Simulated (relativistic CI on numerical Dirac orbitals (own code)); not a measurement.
**How well does a small relativistic CI reproduce Al4+?**

Calculated at this level of theory: Dirac-Coulomb-Breit CI, KLI orbitals optimised for each configuration, model QED (radiative potential, 1s self-energy scaled to tabulated hydrogen-like ionisation energies), valence Slater integrals scaled by 0.85, P86 correlation estimate, and configurations built on the next ion tied to the tabulated ionisation energy (semi-empirical) (own radial code, finite nucleus).

CI space (outside the closed core 1s2): 2s2 2p5, 2s2 2p4 3s, 2s2 2p4 3p, 2s2 2p4 3d, 2s2 2p4 4s, 2s 2p6, 2p6 3s, 2s2 2p4 4p, 2s 2p5 3s, 2s2 2p4 4d, 2s2 2p4 4f, 2p6 3p, 2s 2p5 3p, 2p6 3d, 2s2 2p3 3s2, 2s2 2p3 3s 3p, 2s 2p5 3d, 2s2 2p3 3p2, 2s2 2p3 3s 3d, 2s 2p5 4s, 2s2 2p3 3p 3d, 2s 2p5 4p, 2s 2p5 4d, 2s 2p4 3s2. Levels of other configurations are missing.

```
Configuration  Term (tabulated)    J  Measured (cm⁻¹)  Computed   Error  Purity (%)
      2s2 2p5               2P°  3/2              0.0         0       0         100
      2s2 2p5               2P°  1/2           3442.0      3413     -29         100
       2s 2p6              2S †  1/2         358816.0    376819   18003          99
   2s2 2p4 3s                4P  5/2         751840.1    753867    2027          99
   2s2 2p4 3s                4P  3/2         753989.5    755994    2005          98
   2s2 2p4 3s                4P  1/2         755237.4    757237    2000          99
   2s2 2p4 3s                2P  3/2         764250.4    764899     649          98
   2s2 2p4 3s                2P  1/2         766792.2    767406     614          99
   2s2 2p4 3s                2D  5/2         796622.4    794503   -2120          99
   2s2 2p4 3s                2D  3/2         796652.9    794533   -2120          99
   2s2 2p4 3s                2S  1/2         843914.0    832966  -10948          97
   2s2 2p4 3d                4F  5/2         919901.0    922203    2302          92
   2s2 2p4 3d                4F  3/2         920675.0    922948    2273          97
   2s2 2p4 3d                4P  1/2         921415.4    923046    1631          99
   2s2 2p4 3d                4P  3/2         922132.8    923788    1655          96
   2s2 2p4 3d                4P  5/2         923227.2    924760    1532          83
   2s2 2p4 3d                2D  3/2         925432.0    928133    2701          74
   2s2 2p4 3d                2P  1/2         925894.0    928043    2149          98
   2s2 2p4 3d                2D  5/2         926388.0    929295    2907          91
   2s2 2p4 3d                2P  3/2         928408.0    930706    2298          75
   2s2 2p4 3d                2S  1/2         960415.0    959086   -1329          92
   2s2 2p4 3d                2P  3/2         960868.0    959403   -1465          99
   2s2 2p4 3d                2P  1/2         961638.0    960240   -1398          93
   2s2 2p4 3d                2D  5/2         962631.0    961480   -1151          64
   2s2 2p4 3d                2D  3/2         963319.0    962023   -1296          99
   2s2 2p4 4d              4P †  3/2        1063650.0   1063957     307          80
   2s2 2p4 4d              4P †  5/2        1064050.0   1065144    1094          82
   2s2 2p4 4d                2P  1/2        1065170.0   1067429    2259          96
   2s2 2p4 4d                2D  5/2        1066610.0   1069344    2734          88
```

Measured levels from NIST levels in Kelleher and Podobedova, J. Phys. Chem. Ref. Data 37, 709 (2008); pairs were made by configuration, J and term (by order where the table uses no LS term), so strongly mixed levels may be paired wrongly.

Mean error by configuration (cm⁻¹): 2s2 2p5 -29; 2s2 2p4 3s -987; 2s2 2p4 3d 915; 2s2 2p4 4d 2497. Over the excited levels the mean absolute error is 2144 cm⁻¹ (28 of the 30 excited levels that our extract of the source holds in range could be paired, and the others can miss by more), and the median relative error of those above 1,000 cm⁻¹ is 0.25 %. † marks terms whose computed intervals miss the measured ones by more than a factor of 2.5, or configurations far off the rest, from wrong mixing, a near crossing or a doubtful label or measurement; they are left out of the means.
